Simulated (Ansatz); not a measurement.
Reactions of Cl2FHSSi, SMILES `F[Si](S)(Cl)Cl`.

Gas-phase electronic energies from Ansatz, PBE0-D4/def2-TZVP geometries. CCSD(T)/CBS is the MP2 limit (def2-TZVPP, def2-QZVPP) plus CCSD(T) − MP2 in def2-TZVPP, frozen cores. Small cases extrapolate CCSD(T) itself. Functionals use def2-TZVPP. Open shells (•) are unrestricted, without spin–orbit coupling. Spin–orbit coupling would lower the free atoms: a little for Cl, F, S, Si. Elements past krypton have def2 core potentials. Bonds to Ge, I, Zr are less sure, by a few kJ/mol each and by 10 to 20 or more in all where they break to atoms, as the def2 sets lack core-valence functions. Scalar relativity is left out up to krypton. Each species was taken in one conformer, which may not be the lowest.

```
                                                                                  reaction  MP2/CBS(def2) (eV)  r2SCAN-D4 (eV)  PBE0-D4 (eV)
`F[Si](S)(Cl)Cl` + `[OH][Zr]([OH])([F])[I]` → `F[Si](Cl)(Cl)I` + `[OH][Zr]([OH])([F])[SH]`                0.48            0.50          0.49
                                             `F[Si](S)(Cl)Cl` → 2 Cl• + F• + H• + S• + Si•               22.71           21.87         21.58
             `F[Si](S)(Cl)Cl` + `FC1=C[CH]1[GeH3]` → `S[SiH](Cl)Cl` + `FC1=C[C]1(F)[GeH3]`                2.10            1.92          1.88
                                          `F[Si](S)(Cl)Cl` + HCl → `F[Si](Cl)(Cl)Cl` + H₂S               -0.35           -0.35         -0.32
                                                    `F[Si](S)(Cl)Cl` → F• + `S[Si](Cl)Cl`•                7.14            6.51          6.43
                                            `F[Si](S)(Cl)Cl` + CH₄ → `C[Si](F)(S)Cl` + HCl                0.95            0.94          0.90
                                              `F[Si](S)(Cl)Cl` + H₂ → `S[SiH](Cl)Cl` + H–F                1.27            1.35          1.19
                                          `F[Si](S)(Cl)Cl` + HCl → `S[Si](Cl)(Cl)Cl` + H–F                0.38            0.53          0.42
                                              `F[Si](S)(Cl)Cl` + H₂ → `F[SiH](Cl)Cl` + H₂S                0.49            0.46          0.43
                                                         `F[Si](S)(Cl)Cl` → Cl₂ + `F[Si]S`                5.71            5.52          5.37
```

Problem. Give the CCSD(T)/CBS values in the same order. (Estimate.)

Solution. The calculation gave: 0.47, 21.83, 2.02, -0.35, 6.79, 0.89, 1.23, 0.47, 0.39, 5.42 eV.

Largest T1 diagnostic: 0.017, for `[OH][Zr]([OH])([F])[SH]`.

Extrapolated directly: `F[Si](S)(Cl)Cl` → 2 Cl• + F• + H• + S• + Si•; `F[Si](S)(Cl)Cl` → Cl₂ + `F[Si]S`.
